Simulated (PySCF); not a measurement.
C₃H₇BO₃, SMILES OB1OCC[C@H]1O. Atoms are numbered in the order given.

```xyz
14

O      2.1454     0.0486     0.0336
B      0.8238    -0.2236    -0.0932
O      0.3049    -1.4846    -0.0224
C     -1.1261    -1.4226    -0.1695
C     -1.5277     0.0239     0.1516
C     -0.3214     0.8521    -0.3227
O     -0.2195     2.0792     0.3813
H      2.6794    -0.7415     0.1942
H     -1.5839    -2.1655     0.5007
H     -1.3851    -1.6977    -1.2074
H     -1.6168     0.1630     1.2418
H     -2.4892     0.3072    -0.3040
H     -0.4263     1.0373    -1.4173
H      0.7077     2.3490     0.3622
```
Charge 0, spin multiplicity 1.

Coordinates come from a B3LYP-D3(BJ)/def2-SVP optimisation. The structure was generated by enumeration; whether it is a known compound was not checked. Other conformers were not sampled.

Two levels are set side by side: PBE/pcSseg-1 (PySCF) and PBE0/pcSseg-1 (PySCF). GIAO shifts against BF3 (¹¹B), H2O (¹⁷O), TMS (¹H), TMS (¹³C) at the same level; non-relativistic, no solvent, atoms listed together averaged. Differences are taken from unrounded values.

```csv
quantity,PBE0,PBE,PBE minus PBE0
δ(¹⁷O) of O1 (ppm),102.5,110.7,8.2
δ(¹¹B) of B2 (ppm),20.7,19.8,-0.9
δ(¹⁷O) of O3 (ppm),153.3,170.5,17.2
δ(¹³C) of C4 (ppm),70.6,73.2,2.6
δ(¹³C) of C5 (ppm),41.3,43.4,2.1
δ(¹³C) of C6 (ppm),64.4,68.2,3.8
δ(¹⁷O) of O7 (ppm),19.4,29.3,9.9
δ(¹H) of H8 (ppm),4.36,4.30,-0.06
δ(¹H) of H13 (ppm),4.15,4.44,0.29
δ(¹H) of H14 (ppm),0.85,0.63,-0.22
```

Rough cost on one machine, each run with all the roots and properties that it gave: PBE0 against PBE within a factor of 2.
